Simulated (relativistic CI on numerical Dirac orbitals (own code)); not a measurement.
Crystal-field levels of Rh4+, 4d5

Calculated by Dirac-Coulomb-Breit CI, separate exchange-only KLI orbitals for each configuration, model QED, valence Slater integrals scaled by 0.7, one configuration in a parametric crystal field (own radial code).

Field parameters in Wybourne normalisation: Oh B⁴₀ = 21Dq, B⁴₄ = √(5/14) B⁴₀. The field is a parameter set, without covalency.

S is read from ⟨S²⟩ = S(S + 1).

Site symmetry Oh; labels are those of the double group. Computed levels in cm⁻¹ above the lowest, in rising order:

```
Δ (size of 10Dq)  Lowest    No. 2     No. 3     No. 4     No. 5     No. 6     No. 7     No. 8
            7250      Γ7     2 Γ8  14549 Γ7  15575 Γ8  15845 Γ8  16323 Γ6  18300 Γ7  18678 Γ8
           13050      Γ7    21 Γ8   6942 Γ7   9422 Γ8  10575 Γ8  11077 Γ6  12081 Γ8  12247 Γ7
           18850      Γ7  2544 Γ8   3298 Γ7   3567 Γ8   8495 Γ8   8905 Γ6   9151 Γ8   9599 Γ7
           24650      Γ7  2824 Γ8  11721 Γ8  12045 Γ7  13653 Γ8  14010 Γ6  16095 Γ8  16289 Γ7
           30450      Γ7  2747 Γ8  17988 Γ8  18374 Γ7  19093 Γ8  19458 Γ6  23977 Γ6  24065 Γ8
           36250      Γ7  2690 Γ8  23732 Γ8  24089 Γ7  24645 Γ8  25020 Γ6  29572 Γ6  29673 Γ8
           42050      Γ7  2646 Γ8  29421 Γ8  29753 Γ7  30261 Γ8  30643 Γ6  35216 Γ6  35318 Γ8
```

Ground-state S against |10Dq| in cm⁻¹: 7250: 2.48, 13050: 2.45, 18850: 0.78, 24650: 0.56, 30450: 0.53, 36250: 0.52, 42050: 0.51.

The spin changes between |10Dq| = 13050 and 18850 cm⁻¹.
